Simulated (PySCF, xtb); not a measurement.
MoF6, SMILES [F][Mo]([F])([F])([F])([F])[F], multiplicity 1.

Harmonic wavenumbers (cm⁻¹) from GFN2-xTB run with xtb 6.7.1 at its own minimum, in rising order: 184, 184, 184, 318, 318, 318, 324, 324, 324, 511, 511, 568, 640, 641, 641.

What does PBE-D3(BJ)/def2-SVP (PySCF) give at its own minimum? (The exact figures need the calculation; the answer reports its results.)

128, 128, 128, 251, 251, 251, 297, 297, 297, 641, 641, 707, 731, 731, 731. Paired by order, the mean absolute difference is 75 cm⁻¹ and the zero-point energies are 8.6 and 8.9 kcal/mol.
